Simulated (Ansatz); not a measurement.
GeCl(OiPr)3 (C9H21ClGeO3), 35 atoms. Hardware: 2 threads of AMD EPYC 7R13 on a shared host and a share (18 GiB) of an NVIDIA H100 80GB HBM3.

Correlated methods freeze 26 core orbitals; core or outer-core shells of Ge are correlated, in sets that lack core-valence functions. Single mean-field runs in def2-TZVP are fitted with def2-universal-jkfit.

Q: How many basis functions does each of these Ansatz runs have, and roughly what does it cost? r2SCAN-D4/def2-SVP, charge 1 doublet, relaxation, 31 steps; ωB97M-V/def2-TZVP, charge 1 doublet at the geometry of the charge 0 singlet, energy, from earlier orbitals; PBE-D4/def2-TZVP, charge -1 doublet at the geometry of the charge 0 singlet, energy, from earlier orbitals; PBE0-D4/def2-TZVP, charge -1 doublet, energy, from earlier orbitals; PBE0-D4/def2-TZVP, charge 0 singlet, energy, from earlier orbitals; CCSD(T)/def2-SVP, charge 0 singlet, energy, from earlier orbitals; ωB97M-V/def2-TZVP, charge 0 singlet, energy and forces, from earlier orbitals; RPA@PBE/def2-TZVP, charge 0 singlet, energy, from earlier orbitals; PBE0-D4/def2-TZVP, charge 1 doublet at the geometry of the charge 0 singlet, energy; r2SCAN-D4/def2-SVP, charge -1 doublet, relaxation, 22 steps; r2SCAN-D4/def2-TZVP, charge 0 triplet at the geometry of the charge 0 singlet, energy, from earlier orbitals; PBE-D4/def2-TZVP, charge 1 doublet at the geometry of the charge 0 singlet, energy, from earlier orbitals.

A: Other jobs shared the machine, so times can vary by a factor of up to 3. A dash marks memory too small to be measured apart from the calling script's.

```tsv
run	functions	fitting or Cholesky vectors	wall time	peak host memory (GiB)
PBE0-D4/def2-TZVP, charge 0 singlet, energy, from earlier orbitals	583	1678	3.4 s	–
PBE-D4/def2-TZVP, charge -1 doublet at the geometry of the charge 0 singlet, energy, from earlier orbitals	583	1678	7 s	1.1
PBE0-D4/def2-TZVP, charge -1 doublet, energy, from earlier orbitals	583	1678	7 s	1.1
RPA@PBE/def2-TZVP, charge 0 singlet, energy, from earlier orbitals	583	3994	9 s	3.6
PBE-D4/def2-TZVP, charge 1 doublet at the geometry of the charge 0 singlet, energy, from earlier orbitals	583	1678	9.5 s	1.1
ωB97M-V/def2-TZVP, charge 0 singlet, energy and forces, from earlier orbitals	583	1678	10 s	1.3
r2SCAN-D4/def2-TZVP, charge 0 triplet at the geometry of the charge 0 singlet, energy, from earlier orbitals	583	1678	12 s	1.3
PBE0-D4/def2-TZVP, charge 1 doublet at the geometry of the charge 0 singlet, energy	583	1678	15 s	1.2
CCSD(T)/def2-SVP, charge 0 singlet, energy, from earlier orbitals	323	3268	39 s	1.4
ωB97M-V/def2-TZVP, charge 1 doublet at the geometry of the charge 0 singlet, energy, from earlier orbitals	583	1678	41 s	1.7
r2SCAN-D4/def2-SVP, charge -1 doublet, relaxation, 22 steps	323	3615	1.8 min	1.1
r2SCAN-D4/def2-SVP, charge 1 doublet, relaxation, 31 steps	323	3615	3.9 min	1.1
```
